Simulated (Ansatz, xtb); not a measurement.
# Relative energy of two isomers of C5H9FO

Structure a: `O[C@@H]1CC[C@@H](F)C1`, a singlet. Structure b: `O[C@@H]1CC[C@H](F)C1`, a singlet. Both are isolated molecules in the gas phase, relaxed with B3LYP/def2-SVP, each in the lowest conformer that the search found.

Q: Which of the two would you expect CCSD(T)/def2-SVP + ΔMP2/def2-TZVPP electronic energies to favour?

A: CCSD(T)/def2-SVP + ΔMP2/def2-TZVPP gives E(b) − E(a) = +0.05 kJ/mol, slightly favouring structure a, which is too small a margin to settle the true order.

How the difference moves with the method:

```json
{"level": "GFN2-xTB", "geometry": "GFN2-xTB", "E(b) − E(a) (kJ/mol)": "−6.65", "departure from the last row (kJ/mol)": "−6.69", "job, with rough time for the two": "optimisation, 0.67 s"}
{"level": "HF/STO-3G", "geometry": "GFN2-xTB", "E(b) − E(a) (kJ/mol)": "−2.29", "departure from the last row (kJ/mol)": "−2.33", "job, with rough time for the two": "single point, 1.6 s"}
{"level": "r2SCAN-D4/def2-SVP", "geometry": "GFN2-xTB", "E(b) − E(a) (kJ/mol)": "−4.05", "departure from the last row (kJ/mol)": "−4.09", "job, with rough time for the two": "single point, 11 s"}
{"level": "B3LYP/def2-SVP", "geometry": "B3LYP/def2-SVP", "E(b) − E(a) (kJ/mol)": "−5.80", "departure from the last row (kJ/mol)": "−5.84", "job, with rough time for the two": "optimisation, 2.7 min"}
{"level": "HF/def2-SVP", "geometry": "B3LYP/def2-SVP", "E(b) − E(a) (kJ/mol)": "−0.25", "departure from the last row (kJ/mol)": "−0.29", "job, with rough time for the two": "part of the CCSD(T) run"}
{"level": "MP2/def2-SVP", "geometry": "B3LYP/def2-SVP", "E(b) − E(a) (kJ/mol)": "−3.83", "departure from the last row (kJ/mol)": "−3.88", "job, with rough time for the two": "part of the CCSD(T) run"}
{"level": "CCSD(T)/def2-SVP", "geometry": "B3LYP/def2-SVP", "E(b) − E(a) (kJ/mol)": "−4.08", "departure from the last row (kJ/mol)": "−4.13", "job, with rough time for the two": "single point"}
{"level": "CCSD(T)/def2-SVP + ΔMP2/def2-TZVPP", "geometry": "B3LYP/def2-SVP", "E(b) − E(a) (kJ/mol)": "+0.05", "departure from the last row (kJ/mol)": "", "job, with rough time for the two": "single point, 4.4 min"}
```

As drawn, both hold the same kinds of bond in the same numbers.

The largest departure from CCSD(T)/def2-SVP + ΔMP2/def2-TZVPP is that of GFN2-xTB, 6.69 kJ/mol. The last row adds to CCSD(T) the change of the MP2 difference between the two basis sets, here +4.13 kJ/mol.

With thermal terms from frequencies at re-optimised GFN2-xTB minima (ideal gas, soft modes damped towards free rotors, one conformer each, 298.15 K, 1 atm): the zero-point term adds +1.01 kJ/mol; ΔH is +0.87 and ΔG +1.35 kJ/mol.

The correlated steps freeze 7 core orbitals. Run with Ansatz 0.2.0, xtb 6.7.1; the last row on 2 threads of Intel(R) Xeon(R) Processor @ 2.50GHz (Skylake/Cascade Lake) on a shared host.
